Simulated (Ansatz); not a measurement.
Geometry optimisation of NaLi₃.

```yaml
crystal:
  periodic: [false, false, false]
  atoms:
    - {symbol: Li, position_ang: [0.420580, -0.579790, 0.912670]}
    - {symbol: Li, position_ang: [-0.648060, 0.525350, -0.799570]}
    - {symbol: Li, position_ang: [-2.073170, -0.546450, 0.934750]}
    - {symbol: Na, position_ang: [2.300650, 0.600880, -1.047840]}
basis:
  gaussian: {orbitals: def2-TZVP}
hamiltonian: {xc: pbe}
scf: {omitted_lower_state_checks: [starts]}
output: {orbitals: {seedname: orbitals}}
relax: {f_tol: 0.02, max_steps: 100}
```

```sh
$ ansatz run in.yaml --threads 4 --pin off --events-out ev --progress --plain --max-ram 3916MiB
```

Shortened log:

```
Functional definition: PBE
  name "PBE"
  cite "Perdew, Burke & Ernzerhof, Phys. Rev. Lett. 77, 3865 (1996) doi:10.1103/PhysRevLett.77.3865"
  parent pbe
  parameter kappa = 0.804
  parameter beta = 0.06672455060314922
  exchange = pbe_x(kappa = kappa, mu = beta*pi^2/3)
  correlation = pbe_c(beta = beta)
these checks for a lower state are left out or cut short: starts
mean field -5023.74035379 eV, -184.6190527881 hartree, gradient 1.7e-5 eV, S^2 0.000000; 0 other end points of the search recorded, 0 dependent functions left out
the calculation of the forces begins
relax step   1: F+E_penalty+E_count = -5023.74035379 eV  Δ(F+E_penalty+E_count) = +0.000e0 eV  max|allowed force component| = 1.151e0 eV/Å  Δτ_max = 0.0000 Å  (25 SCF iters, accepted)
these checks for a lower state are left out or cut short: starts, cluster_reference, orbital_swaps, neighbouring_geometries, increment
mean field -5024.09769231 eV, -184.6321847367 hartree, gradient 6.6e-6 eV, S^2 0.000000; 0 other end points of the search recorded, 0 dependent functions left out
the calculation of the forces begins
relax step   2: F+E_penalty+E_count = -5024.09769231 eV  Δ(F+E_penalty+E_count) = -3.573e-1 eV  max|allowed force component| = 4.530e-1 eV/Å  Δτ_max = 0.1949 Å  (30 SCF iters, accepted)
these checks for a lower state are left out or cut short: starts, cluster_reference, orbital_swaps, neighbouring_geometries, increment
mean field -5024.20936201 eV, -184.6362885224 hartree, gradient 6.6e-6 eV, S^2 0.000000; 0 other end points of the search recorded, 0 dependent functions left out
the calculation of the forces begins
relax step   3: F+E_penalty+E_count = -5024.20936201 eV  Δ(F+E_penalty+E_count) = -1.117e-1 eV  max|allowed force component| = 1.566e-1 eV/Å  Δτ_max = 0.1602 Å  (30 SCF iters, accepted)
these checks for a lower state are left out or cut short: starts, cluster_reference, orbital_swaps, neighbouring_geometries, increment
mean field -5024.21573479 eV, -184.6365227178 hartree, gradient 6.8e-6 eV, S^2 0.000000; 0 other end points of the search recorded, 0 dependent functions left out
the calculation of the forces begins
relax step   4: F+E_penalty+E_count = -5024.21573479 eV  Δ(F+E_penalty+E_count) = -6.373e-3 eV  max|allowed force component| = 1.136e-1 eV/Å  Δτ_max = 0.2000 Å  (29 SCF iters, accepted)
these checks for a lower state are left out or cut short: starts, cluster_reference, orbital_swaps, neighbouring_geometries, increment
mean field -5024.21696024 eV, -184.6365677523 hartree, gradient 2.4e-5 eV, S^2 0.000000; 0 other end points of the search recorded, 0 dependent functions left out
the calculation of the forces begins
relax step   5: F+E_penalty+E_count = -5024.21696024 eV  Δ(F+E_penalty+E_count) = -1.225e-3 eV  max|allowed force component| = 1.062e-1 eV/Å  Δτ_max = 0.0957 Å  (31 SCF iters, accepted)
these checks for a lower state are left out or cut short: starts, cluster_reference, orbital_swaps, neighbouring_geometries, increment
mean field -5024.22428952 eV, -184.6368370984 hartree, gradient 5.7e-6 eV, S^2 0.000000; 0 other end points of the search recorded, 0 dependent functions left out
the calculation of the forces begins
relax step   6: F+E_penalty+E_count = -5024.22428952 eV  Δ(F+E_penalty+E_count) = -7.329e-3 eV  max|allowed force component| = 5.022e-3 eV/Å  Δτ_max = 0.0529 Å  (30 SCF iters, accepted)
these checks for a lower state are left out or cut short: starts
mean field -5024.22428952 eV, -184.6368370984 hartree, gradient 5.9e-6 eV, S^2 0.000000; 0 other end points of the search recorded, 0 dependent functions left out
the calculation of the forces begins
Total energy: -5024.22433584 eV, -184.6368388005 hartree
Atom 0 at     0.570068    -0.651086     1.011767 Å, force     0.005022    -0.001502     0.002030 eV/Å
Atom 1 at    -0.663545     0.627281    -0.968913 Å, force     0.000748     0.002864    -0.004732 eV/Å
Atom 2 at    -2.483686    -0.652302     1.126030 Å, force    -0.002123    -0.000471     0.000995 eV/Å
Atom 3 at     2.577163     0.676097    -1.168874 Å, force    -0.003647    -0.000890     0.001708 eV/Å
Dipole moment:    -0.043088    -0.011399     0.019476 e Å
Checks for a lower state left out: starts
```

It took 3.1 s on 4 threads of Arm Neoverse V2 on a shared host.

The structure comes from a short search, and lower isomers may exist.
